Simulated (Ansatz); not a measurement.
Basis sets compared for mer-CoF3(H2O)3 (CoO3F3H6). Charge 0, multiplicity 1. Geometry r2SCAN-D4/def2-SVP. Ansatz on 4 threads of Arm Neoverse V1 on a shared host; times are rough, and most runs start from earlier orbitals.

```xyz
13

Co    0.131   -0.078   -0.107
F    -0.557   -1.373   -1.154
F     0.624    1.257    1.078
F     1.453    0.259   -1.254
O    -1.250   -0.341    1.263
O     1.202   -1.551    0.503
O    -0.768    1.442   -0.904
H    -2.119   -0.096    0.909
H    -0.917    0.428    1.780
H     1.996   -1.303   -0.014
H     0.691   -2.121   -0.131
H    -0.212    1.465   -1.710
H    -0.274    2.013   -0.258
```

The restricted singlet is unstable towards broken spin symmetry in Hartree–Fock (as tested in another run); at PBE-D4/def2-SVP, PBE-D4/def2-TZVP, PBE0-D4/def2-SVP, PBE0-D4/def2-TZVP this wasn't settled. No other spin state of charge 0 was run. Another isomer (singlet) lies 0.02 eV lower at PBE0-D4/def2-TZVP; other spin states weren't run for this one.

Binding counts from free atoms (Co quartet, F doublet, O triplet, H doublet) in the same basis, without a counterpoise term.

```
           level  functions  energy (Eh)  HOMO (eV)  LUMO (eV)  binding per atom (eV)  wall time
 PBE-D4/def2-SVP        145   -1910.3537      -4.87      -3.55                   3.63      1.9 s
PBE0-D4/def2-SVP        145   -1910.3325      -8.17      -2.56                   3.39      2.8 s
```

Question: Estimate the rows for PBE-D4/def2-TZVP (with forces), PBE0-D4/def2-TZVP.

Answer: 
| level | functions | energy (Eh) | HOMO (eV) | LUMO (eV) | binding per atom (eV) | wall time |
| --- | --- | --- | --- | --- | --- | --- |
| PBE-D4/def2-TZVP (with forces) | 267 | -1911.2078 | -5.38 | -3.99 | 3.54 | 4.2 s |
| PBE0-D4/def2-TZVP | 267 | -1911.1738 | -8.53 | -2.80 | 3.33 | 8 s |
